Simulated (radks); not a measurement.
The numbers below are computed, except where a source is named.
Numerical settings for the beryllium ion Be+, [He] 2s1. Code: a radial shooting solver on a logarithmic mesh with Libxc functionals. Model: Dirac Kohn-Sham, PBE, spin-unpolarised, spherical densities, point nucleus. The defaults (mesh step 0.008 in ln r, mesh end at 40 bohr or more with all orbitals vanishing there, Anderson mixing 0.5 over 9 steps, residual threshold near 1e-9 with the energy settled to 1e-9 hartree or 1e-11 of itself, here a cap of 57 iterations) give E = -14.2819 hartree and 2s1/2 at -13.700 eV in 13 iterations. Run on one thread of a shared host, so times are rough (Arm Neoverse V2): 0.03 s of CPU time, 0.03 s wall, 13 iterations on 2476 mesh points. One setting is changed at a time: mesh step in ln r 0.12; mesh step in ln r 0.03; mesh step in ln r 0.08; mesh end (bohr) 12; mesh end (bohr) 20; residual threshold 1e-16; residual threshold 0.001; mixing 0.05; linear mixing, mixing 0.2; linear mixing, mixing 0.5; mixing history 3; iteration cap 3. Which runs fail to converge, and which converge to a wrong energy?

Answer. Not converged within the cap: mesh step in ln r 0.12; residual threshold 1e-16; linear mixing, mixing 0.2; iteration cap 3. No run marked as converged misses the energy by more than 1 mhartree.
